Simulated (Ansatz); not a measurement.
Basis-set extrapolation for C2H6OSSi (`C[SiH](S)C=O`) (PBE0-D4/def2-TZVP geometry, frozen core, the Gaussian-basis code of Ansatz). Multiplicity 1, RHF reference.

```csv
,def2-TZVPP,def2-QZVPP
HF,-840.665692,-840.692995
MP2 correlation,-0.860291,-0.925399
CCSD(T) correlation,-0.949543,not run
```

Energies in hartree. Use E(X) = E(∞) + A·exp(−7.88·√X) for Hartree–Fock and E(X) = E(∞) + B·X^(−2.97) for correlation, with X = 3 and 4, and add CCSD(T) minus MP2 of the smaller set to the MP2 limit.

What is the CCSD(T) energy at the basis-set limit?

HF limit: -840.692995 + (-0.027303) × 0.13774 = -840.69676. MP2 limit: -0.925399 + (-0.065108) × 0.74074 = -0.97363. Higher-order term: -0.949543 − (-0.860291) = -0.08925. Total: -841.75964 hartree, 379.1 kJ/mol below CCSD(T)/def2-TZVPP.
